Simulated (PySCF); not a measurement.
VCl: one state, many levels of theory

State: quintet, unpaired electrons σ ↑, π ↑, δ ↑↑, a mixture of terms (⟨Lz²⟩ = 1.3). Set-up: basis V def2-TZVPP, Cl def2-TZVPP; no relativity; PySCF 2.14. De refers to V (3d3 4s2) + Cl in their high-spin ground configurations, without counterpoise correction. The functionals are run spin-unrestricted. A positive dipole means V(−)Cl(+). Levels whose curve was spin-contaminated or gave no clean fit are not listed.

```csv
Level,Re (Å),ωe (cm⁻¹),De (eV),μ (D)
PBE,2.192,410,n/a,-3.78
BP86,2.193,410,n/a,-3.78
M06-L,2.214,401,n/a,-4.99
PBE0,2.209,407,n/a,-4.57
M06,2.207,415,n/a,-5.22
CAM-B3LYP,2.220,404,n/a,-4.72
```

Task: What does a quarter of exact exchange do here, going from PBE to PBE0?

Result: PBE0 less PBE: +1.7 pm in Re, -0.7 % in ωe. Exact exchange removes part of the self-interaction that spreads semilocal densities, and in most molecules shortens and stiffens the bond and lowers De; here Re and ωe go the other way.

De is left out where the level can put another filling of the metal’s s and d shells below the measured ground configuration, by anything from nothing to about 1 eV. With d or f electrons several states lie close, and the lowest PBE0 determinant need not be the measured ground state.

The whole job (state search and all levels along the bond) took about 17 min on 2 threads of Arm Neoverse V1 (shared host), peak memory 3 GiB.
